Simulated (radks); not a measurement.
Species: Os XLVII. Configuration: [Ar] 3d10 4s2 (the NIST ground configuration). Method: scalar-relativistic Kohn-Sham, SCAN, spin-polarised, spherical densities, finite nucleus; meta-GGA in the generalised Kohn-Sham scheme; Fermi nuclear charge, rms radius 5.4126 fm; computed with a radial shooting solver on a logarithmic mesh with Libxc functionals. Some entries of the table are withheld. Estimate them.

orbital,occ.,eigenvalue (hartree),<r> (bohr)
1s,2,-2804.062,0.01773
2s,2,(1),0.07473
2p,6,-498.3903,0.06711
3s,2,-191.9437,0.1903
3p,6,-173.7401,0.1900
3d,10,(2),0.1712
4s,2,-93.28108,0.3780

Answer. 
(1) 2s eigenvalue (hartree): -559.5735
(2) 3d eigenvalue (hartree): -154.1207
